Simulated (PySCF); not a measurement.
MgCl2, SMILES [Cl][Mg][Cl]. Heavy atoms are numbered as in [Mg:1]([Cl:2])[Cl:3].

Coordinates come from a B3LYP-D3(BJ)/def2-TZVP optimisation. The isomer is the one that the SMILES or the coordinates give; other isomers of the formula were not compared.

Method: PySCF with r2SCAN/def2-TZVPD.

ESP charges are fitted to the potential on shells at 1.4 to 2.0 van der Waals radii. Atomic charges (e), one atom of each kind:

| atom | meta-Löwdin | ESP fit |
|---|---|---|
| Mg1 | ? | 0.84 |
| Cl2 | ? | -0.42 |

**Question.** Some entries are withheld; supply them. (The exact figures need the calculation; the answer reports its results.)

**Answer.** 
- Mg1, meta-Löwdin: 1.53
- Cl2, meta-Löwdin: -0.77
